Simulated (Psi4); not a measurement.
A dimer, HBr ··· CH3F (SMILES Br and CF); the first 2 atoms form monomer A.

```
7

Br     0.7124     0.0000     0.0000
H     -0.7124     0.0000     0.0000
C     -0.7807     2.3203    -3.3549
F     -1.3720     1.7635    -2.2278
H      0.1426     1.7811    -3.5705
H     -1.4714     2.2320    -4.1946
H     -0.5642     3.3707    -3.1561
```

### Question
What interaction energy does SAPT0/jun-cc-pVDZ, frozen core (Psi4) give, and which attractive term is the largest?

### Answer
Total -4.95 kJ/mol: electrostatics -6.22, exchange 4.24, induction -0.80, dispersion -2.17. The most attractive term is electrostatics.
